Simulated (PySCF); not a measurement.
B3LYP has the VWN-RPA correlation part, as in Gaussian. Delta-SCF ions had no search for a lower state. Excitations are Tamm–Dancoff values on a coarser integration grid. The basis has no diffuse functions, so Rydberg states are missing or too high.

**C₄H₇N, SMILES `C(C(C)C)#N` (charge 0, multiplicity 1)**

These are PySCF with B3LYP-D3(BJ)/def2-TZVP values and carry that method's errors.

```yaml
HOMO: -9.00 eV
dipole_moment: 0.860 e·Å
HOMO–LUMO gap: 9.18 eV
LUMO: 0.19 eV
S1 excitation (TDA): 7.73 eV
S1 oscillator strength: 0.002
T1 excitation (TDA): 6.44 eV
S1–T1 gap (TDA): 1.29 eV
vertical ionisation energy (Delta-SCF): 11.51 eV
total_energy: -211.4816 Ha
cost: roughly 2.9 core-minutes
```

Bond lengths (Å): C1–C2 1.535, C1–H6 1.091, C1–H7 1.091, C1–H8 1.090, C2–C3 1.535, C2–C4 1.465, C2–H9 1.094, C3–H10 1.090, C3–H11 1.091, C3–H12 1.091, C4–N5 1.150. Bond angles (°): C2–C1–H6 109.5, C2–C1–H7 110.6, C2–C1–H8 111.3, H6–C1–H7 108.4, H6–C1–H8 108.6, H7–C1–H8 108.3, C1–C2–C3 112.2, C1–C2–C4 110.4, C1–C2–H9 108.6, C3–C2–C4 110.4, C3–C2–H9 108.6, C4–C2–H9 106.5, C2–C3–H10 111.3, C2–C3–H11 110.6, C2–C3–H12 109.5, H10–C3–H11 108.3, H10–C3–H12 108.6, H11–C3–H12 108.4, C2–C4–N5 179.2.
Charge 0, spin multiplicity 1.
